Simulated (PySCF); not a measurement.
Cl3GeH. Atoms are numbered in the order given.

```xyz
5

Ge     0.0000     0.0000     0.4370
Cl     1.7367    -1.0027    -0.3126
Cl    -1.7367    -1.0027    -0.3126
Cl     0.0000     2.0054    -0.3126
H      0.0000     0.0000     1.9607
```
Charge 0, spin multiplicity 1.

Geometry optimised at r2SCAN-D4/def2-SVP. The isomer is the one that the SMILES or the coordinates give; other isomers of the formula were not compared.

Computed with PySCF with r2SCAN-D4/def2-SVP.

Frequencies are harmonic and unscaled.

Modes within 1.5 cm⁻¹ of each other (mostly degenerate sets) share a row, with their intensities summed.

| mode | ν (cm⁻¹) | IR (km/mol) | Raman (Å⁴/amu) | depolarisation | moving atoms (share of kinetic energy) |
|---|---|---|---|---|---|
| 1–2 | 144 | 5.7 | 6.8 | 0.75 | Cl 86 %, Ge 13 % |
| 3 | 179 | 9.4 | 3.1 | 0.62 | Cl 58 %, Ge 41 % |
| 4 | 412 | 14.1 | 15.6 | 0.02 | Cl 83 %, Ge 17 % |
| 5–6 | 450 | 173.0 | 6.9 | 0.75 | Cl 60 %, Ge 40 % |
| 7–8 | 711 | 130.2 | 30.1 | 0.75 | H 97 % |
| 9 | 2209 | 54.7 | 193.0 | 0.19 | H 99 % |
